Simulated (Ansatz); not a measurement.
Wavefunction ladder for C₂H₉FO₅W (`C[O][W]([OH])([OH])([OH])([F])[O]C`)

```xyz
18

C     0.267    0.041   -2.841
O    -0.234   -0.226   -1.567
W     0.300    0.031    0.190
O     1.021    0.606    1.878
O     0.625    1.815   -0.417
O     2.058   -0.610   -0.216
F     0.068   -1.805    0.727
O    -1.382    0.227    0.931
C    -2.133   -0.359    1.953
H     1.252   -0.423   -2.954
H    -0.420   -0.360   -3.590
H     0.365    1.123   -2.971
H     1.973    0.558    1.990
H     0.969    2.433    0.232
H     2.250   -1.527   -0.004
H    -1.988   -1.442    1.940
H    -3.188   -0.121    1.800
H    -1.803    0.038    2.918
```

The species carries charge 0 and has multiplicity 1. Correlated methods include outer-core shells of W, which these sets cover unevenly. W: def2 effective core potential. The structure was optimised at the PBE0-D4/def2-TZVP level. It is one conformer, not always the lowest. Frozen core, restricted reference, Ansatz.

```json
{"basis": "def2-SVP", "HF (Eh)": "-620.81271", "MP2 corr.": "-1.80839"}
{"basis": "def2-TZVPP", "HF (Eh)": "-621.54030", "MP2 corr.": "-2.32984"}
{"basis": "def2-QZVPP", "HF (Eh)": "-621.56745", "MP2 corr.": "-2.53230"}
```

Task: Estimate the CCSD correlation energy and the (T) correction in each basis where they were run (hartree).

Result: 
```csv
basis,CCSD corr.,(T)
def2-SVP,-1.81123,-0.06469
def2-TZVPP,-2.31024,-0.10621
```
